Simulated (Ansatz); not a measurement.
Basis sets compared for In3P3H12, a cluster cut from wurtzite InP (hydrogen-capped). Charge 0, multiplicity 1. Geometry r2SCAN-D4/def2-SVP. Ansatz on 4 threads of Arm Neoverse V1 on a shared host; times are rough, and most runs start from earlier orbitals.

```
atom   x (Å)   y (Å)   z (Å)
  P1   1.155  -0.004   1.953
 In2  -1.409  -0.462   2.369
  P3  -1.946  -1.161  -0.117
 In4   2.336   1.525   0.158
  P5   1.113   0.462  -1.923
 In6  -1.460   0.104  -2.380
  H7   1.670   0.423   3.209
  H8   1.809  -1.267   1.924
  H9  -1.519  -1.888   3.330
 H10  -2.142   1.076   2.608
 H11  -1.502  -2.502  -0.284
 H12  -3.341  -1.443  -0.133
 H13   3.987   1.034   0.080
 H14   1.673   3.101   0.352
 H15   1.765  -0.770  -2.209
 H16   1.601   1.175  -3.053
 H17  -2.195   1.653  -2.234
 H18  -1.594  -1.056  -3.648
```

In the def2 sets In takes a core potential; there is no spin–orbit coupling.

Binding counts from free atoms (P quartet, In doublet, H doublet) in the same basis, without a counterpoise term.

| level | functions | energy (Eh) | HOMO (eV) | LUMO (eV) | binding per atom (eV) | wall time |
| --- | --- | --- | --- | --- | --- | --- |
| PBE-D4/def2-SVP | 192 | -1600.8680 | -6.35 | -1.44 | 2.40 | 4.2 s |
| PBE-D4/def2-TZVP | 333 | -1601.2527 | -6.40 | -1.63 | 2.41 | 8.5 s |
| PBE0-D4/def2-SVP | 192 | -1600.9799 | -7.40 | -0.74 | 2.39 | 7 s |
| PBE0-D4/def2-TZVP | 333 | -1601.3553 | -7.42 | -0.87 | 2.41 | 21 s |

(1) Estimate the rows for PBE-D4/def2-TZVPD, PBE0-D4/def2-TZVPD.

Results:

(1) 
```csv
level,functions,energy (Eh),HOMO (eV),LUMO (eV),binding per atom (eV),wall time
PBE-D4/def2-TZVPD,405,-1601.2542,-6.41,-1.68,2.41,15 s
PBE0-D4/def2-TZVPD,405,-1601.3565,-7.43,-0.91,2.41,32 s
```
